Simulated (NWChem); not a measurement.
System: MoNH3O3; SMILES [O]=[Mo]([OH])([NH2])=[O]

NWChem input:

```
start job
memory heap 200 mb stack 900 mb global 1100 mb
geometry units angstroms noautoz
  Mo    -0.033252     0.014666     0.000060
  O      0.933614    -0.048371    -1.369753
  O      0.927284    -0.050240     1.374237
  O     -1.048840     1.589094    -0.001228
  H     -0.726240     2.496578    -0.001324
  N     -1.232215    -1.486053    -0.003729
  H     -1.487011    -1.999241    -0.844097
  H     -1.490961    -2.000671     0.834554
end
basis spherical
  * library def2-svp
end
ecp
  Mo library def2-ecp
end
dft
  xc xcamb88 1.00 lyp 1.0 hfexch 1.00
  cam 0.33 cam_alpha 0.0 cam_beta 1.0
  iterations 150
  mulliken
end
task dft energy
```

All runs use the structure optimised with PBE0/def2-SVP. Not confirmed as a minimum by frequencies. def2 effective core potentials on Mo; no spin-orbit coupling.

Q: What results follow from this input? (LC-BLYP (range parameter 0.33 per bohr)/def2-SVP with def2 effective core potentials on Mo.) Quantities: energy (Ha); highest occupied level (eV); orbital gap (eV); dipole (D).

A: 
* **energy (Ha)**: -349.70
* **highest occupied level (eV)**: -10.59
* **orbital gap (eV)**: 10.98
* **dipole (D)**: 2.68
